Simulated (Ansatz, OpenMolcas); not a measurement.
**KI (SMILES [K][I]): the vertical ionisation energy, rung by rung**

The species is KI (2 atoms), meant as a singlet with charge 0. As SMILES, `[K][I]`. Geometry: the measured bond length.

```xyz
2

K     0.0000    0.0000    0.0000
I     0.0000    0.0000    3.0478
```

Quantity: the vertical ionisation energy (to the doublet cation), in eV. The values are calculated.

```csv
level,kind,program,value (eV),CPU time (all runs)
SVWN5/def2-TZVPPD (core potential),LDA,OpenMolcas,8.04,35 s
BLYP/def2-TZVPPD (core potential),GGA,OpenMolcas,7.65,52 s
r2SCAN/def2-TZVPPD (core potential),meta-GGA,Ansatz,7.75,90 s
wB97X/def2-TZVPPD (core potential),range-separated hybrid,Ansatz,7.67,2.2 min
PBE-QIDH/def2-TZVPPD (core potential),double hybrid,Ansatz,7.76,37 s
RPA@PBE/def2-TZVPPD (core potential),RPA,Ansatz,7.57,58 s
RPA@PBE0/def2-TZVPPD (core potential),RPA,Ansatz,7.63,38 s
CCSD/def2-TZVPPD (core potential),coupled cluster or CI,Ansatz,7.52,33 s
FCI/STO-3G,exact in the basis,Ansatz,4.08,43 s
```

All-electron rows without a relativistic Hamiltonian named are non-relativistic, while core potentials hold scalar relativity, so basis and relativity change together. Spin-orbit coupling, which can split open shells on such heavy atoms by tenths of an eV, is left out. The values span 4.08 to 8.04 eV. Minimal STO sets describe s-block atoms so badly that they can place the ion below the atom. High-level rows in very small sets aren't better than simpler rows in larger ones. In the correlated wave-function rows the outer d shell of I is correlated, in sets not made for it. CPU times are rough (shared hosts, several kinds of processor and program).
